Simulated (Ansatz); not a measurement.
A run for Ansatz (a first-principles code): U-CCSD(T)/def2-TZVPP on CI, 2S+1 = 4, a spin state set in the input, which need not be the lowest, a point of a bond scan (R = 2.010 Å). Elements past Kr take the def2 small-core potentials; no spin–orbit coupling.

Ansatz 0.2 input:
```yaml
crystal:
  periodic: [false, false, false]
  atoms:
    - {symbol: C, position_ang: [0.00000000, 0.00000000, 0.00000000]}
    - {symbol: I, position_ang: [0.00000000, 0.00000000, 2.01000400]}
basis:
  gaussian:
    orbitals: def2-TZVPP
    pivot_positions_ang: [[0.00000000, 0.00000000, 0.00000000], [0.00000000, 0.00000000, 2.01000400]]
magnetization: {spin_polarized: true, initial_magnetization: 3}
correlation: {method: ccsd_t, electrons: valence}
output: {orbitals: {seedname: ./end}}
```

Question: Predict the final total energy.

Answer: -334.9358 hartree (reference determinant -334.3715, T1 diagnostic 0.020).

Question: How many basis functions does it have, and what does it roughly cost on one machine?

Answer: 81 functions; around 14 core-seconds (rough).
